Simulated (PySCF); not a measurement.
**Two-dimensional NMR puzzle**

Compound of formula C₆H₅NO₂. Correlations simulated from computed shifts and couplings:

HSQC (one-bond C–H):
| δH | δC | $^{1}J$(C,H) (Hz) |
| --- | --- | --- |
| 9.20 | 135.1 | 181 |
| 8.64 | 150.6 | 191 |
| 8.58 | 155.9 | 189 |
| 8.02 | 164.9 | 242 |
| 7.22 | 131.8 | 172 |

COSY cross peaks (|J| ≥ 2 Hz):
| δH | δH | abs. J (Hz) | bonds |
| --- | --- | --- | --- |
| 9.20 | 8.64 | 2.8 | 4 |
| 9.20 | 7.22 | 9.7 | 3 |
| 8.58 | 7.22 | 5.3 | 3 |

HMBC (two and three bonds, |J| ≥ 2.5 Hz):
| δH | δC [abs. J in Hz] |
| --- | --- |
| 9.20 | 157.6 [3.5], 155.9 [7.5], 150.6 [4.8] |
| 8.64 | 157.6 [2.8], 155.9 [12.6], 135.1 [4.0] |
| 8.58 | 150.6 [12.5], 135.1 [7.2], 131.8 [10.4] |
| 8.02 | 157.6 [8.5] |
| 7.22 | 157.6 [9.5], 155.9 [3.6] |

Carbons without hydrogens: δ 157.6.

Non-relativistic, single conformer, no solvent model. Structure optimised with PBE0-D3(BJ)/def2-SVP; CAM-B3LYP/pcSseg-1 with gauge-including orbitals; J couplings at B3LYP/pcJ-1 (without the spin–dipole term); PySCF.

Scale: TMS for $^{1}$H and $^{13}$C (reference shieldings calculated alike).

Exchangeable hydrogens are left out of these lists, and C,H couplings along chains are those of one rotamer, so weak HMBC peaks may be missing or extra.

Task: Work out the connectivity.

Result: `O=COc1cccnc1`.

Atoms are numbered as in `[O:1]=[CH:2][O:3][c:4]1[cH:5][cH:6][cH:7][n:8][cH:9]1` (H(Xn): hydrogen on atom n).

- δC 164.9 is C2, an ester carbonyl carbon (δH 8.02).
- δC 157.6 is C4, an aromatic carbon bearing oxygen.
- δC 155.9 is C7, an aromatic CH next to a ring nitrogen (δH 8.58).
- δC 150.6 is C9, an aromatic CH next to a ring nitrogen (δH 8.64).
- δC 135.1 is C5, an aromatic CH (δH 9.20).
- δC 131.8 is C6, an aromatic CH (δH 7.22).
- HMBC from δH 9.20 reaches the proton-free carbon C4.
- HMBC from δH 8.64 reaches the proton-free carbon C4.
- HMBC from δH 8.02 reaches the proton-free carbon C4.
- HMBC from δH 7.22 reaches the proton-free carbon C4.
- COSY links 9.20–8.64, 9.20–7.22, 8.58–7.22.

This is the structure that produced the data.

Unscaled 3J(H,H) at this level run about 10 % above measured values. Shifts are as computed, not scaled to solution data. Of 1211 compounds with measured shifts, 218 miss one by over three times the rms of a fit or turn the order of signals round; such compounds aren't used in these exercises.
